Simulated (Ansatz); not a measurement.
Potential energy curve for SeH, doublet.

Methods: ROHF/aug-cc-pVDZ (Ansatz, an electronic-structure program); ROCCSD(T) = CCSD(T) on ROHF/aug-cc-pVDZ, cores with 3d frozen run with Ansatz; UHF/aug-cc-pVDZ (Ansatz).

Total energies in hartree (comparable only within one method and basis):

```
R / Å         ROHF    ROCCSD(T)          UHF
-----  -----------  -----------  -----------
1.08   -2400.25192  -2400.37844  -2400.25579
1.17   -2400.31558  -2400.44284  -2400.31945
1.26   -2400.35228  -2400.48052  -2400.35616
1.31   -2400.36440  -2400.49326  -2400.36829
1.38   -2400.37410  -2400.50393  -2400.37799
1.44   -2400.37724  -2400.50799  -2400.38115
1.49   -2400.37710  -2400.50869  -2400.38101
1.52   -2400.37604  -2400.50817  -2400.37997
1.57   -2400.37298  -2400.50604  -2400.37692
1.63   -2400.36758  -2400.50189  -2400.37156
1.71   -2400.35828  -2400.49444  -2400.36235
1.79   -2400.34739  -2400.48566  -2400.35171
1.88   -2400.33404  -2400.47505  -2400.33948
2.04   -2400.30930  -2400.45618  -2400.32279
2.23   -2400.28057  -2400.43629  -2400.31155
2.42   -2400.25406  -2400.42067  -2400.30571
2.66             —            —  -2400.30213
2.98             —            —  -2400.30017
3.29             —            —  -2400.29944
3.78             —            —  -2400.29907
4.34             —            —  -2400.29897
5.13             —            —  -2400.29894
```

A dash means that the run gave no value there, or that the column was ended at a point which the program doubted or which failed a test of continuity chosen for this set; such a test can also cut sound points.

The T1 diagnostic of CCSD on the restricted reference of ROCCSD(T) exceeds 0.045 at 2.42 to 2.66 Å. The unrestricted determinant behind UHF is spin-contaminated at 1.88 to 5.13 Å (<S²> up to 1.8, against 0.75 for a pure doublet).
